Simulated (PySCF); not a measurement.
C4H5ClFSi (doublet state).
Z-matrix (Å and degrees, GFN2-xTB geometry), rows numbered from 1:
```
F 
C   1  1.3183
C   2  1.2893  1  149.61
C   2  1.4906  1  143.44  3  -178.17
Si  4  1.8919  2  122.36  3  -106.71
C   5  1.8573  4  105.68  2    16.74
Cl  6  1.6884  5  121.80  4   174.30
H   3  1.0602  2  152.04  4  -178.74
H   4  1.0904  2  116.11  3   102.96
H   5  1.4678  4  110.39  2   136.33
H   5  1.4697  4  109.12  2  -103.76
H   6  1.0792  5  125.16  4    -8.42
```

The hyperfine couplings belong to this conformer and change with its torsions.

The species is `FC1=C[C@@H]1[SiH2][CH]Cl` [radical].

Method: UKS B3LYP, pcH-1 on C Cl F H Si, non-relativistic, mean-field spin-orbit, GIAO in PySCF. The structure is a single GFN2-xTB conformer in the gas phase; no vibrational or solvent corrections. A GFN2-xTB geometry isn't a minimum of the functional, and hyperfine couplings can be far from their values at a DFT geometry. No stability test was run, so a lower SCF solution isn't excluded.

Problem. Match the computed a_iso(13C) values +89.3, -1.0 MHz with the sites C4; C6.

Solution. 
```csv
site,a_iso (MHz),ρ(0) (bohr⁻³),position,distance from C6 (Å),spin population,largest |T| (MHz)
C4,-1.0,-0.0009,2 bonds from C6,2.99,0.00,0.8
C6,+89.3,+0.0788,largest spin population,0.00,+0.90,148.3
```

ρ(0) is the spin density at the nucleus and T the dipolar tensor; a_iso includes a spin–orbit part. Largest spin populations (Mulliken): C6 (+0.90) and Cl7 (+0.11). C6 is the only atom above +0.15. The angles at C6 add up to 360.0°, so it is planar; its axial dipolar tensor and the negative coupling of its proton fit spin in a p orbital normal to that plane.

The spin density at the nucleus, in bohr⁻³, is negative for Si5 (-0.0457) and H12 (-0.0127), for instance. A restricted open-shell determinant has no negative spin density anywhere; here it arises because α and β orbitals differ (spin polarisation).
